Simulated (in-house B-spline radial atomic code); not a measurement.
A fraction x of an electron is removed from 5p in Cs⁺, starting from [Kr] 4d10 5s2 5p6 and keeping the highest spin. Computed with a B-spline radial code for spherical atoms: scalar-relativistic (X2C) B3LYP, spin-polarised, spherical fractional occupations, Fermi nucleus of rms radius 4.8041 fm.

Caution: exact exchange at fractional occupations of open shells leaves self-interaction of up to several eV.

```
   x  E(x) - E(0) (eV)  5p down level (eV)
   0            0.0000             -19.816
0.11            2.2326             -20.778
0.16            3.2825             -21.218
0.31            6.5648             -22.547
0.49           10.7681             -24.159
 0.5           11.0102             -24.249
0.56           12.4814             -24.791
 0.7           16.0410             -26.062
0.77           17.8877             -26.702
0.95           22.8429             -28.358
   1           24.2724             -28.822
```

The exact functional would give a straight line between the two integer points. Deviations E(x) - E(0) - x[E(1) - E(0)], in eV: -0.437 at x = 0.11, -0.601 at x = 0.16, -0.96 at x = 0.31, -1.125 at x = 0.49, -1.126 at x = 0.5, -1.111 at x = 0.56, -0.95 at x = 0.7, -0.802 at x = 0.77, -0.216 at x = 0.95.

The curve lies below the straight line by up to 1.126 eV (at x = 0.5): convex, the delocalisation error, to which spherically averaged exact exchange adds.

How well does Slater's transition state (minus the level at half occupation) give the ionisation energy?

It gives 24.249 eV against 24.272 eV from the two total energies; NIST lists 23.16 eV, ground level to ground level. The end point has an open shell averaged over its orbitals, so its exact exchange keeps a self-interaction and this is no true integer point.
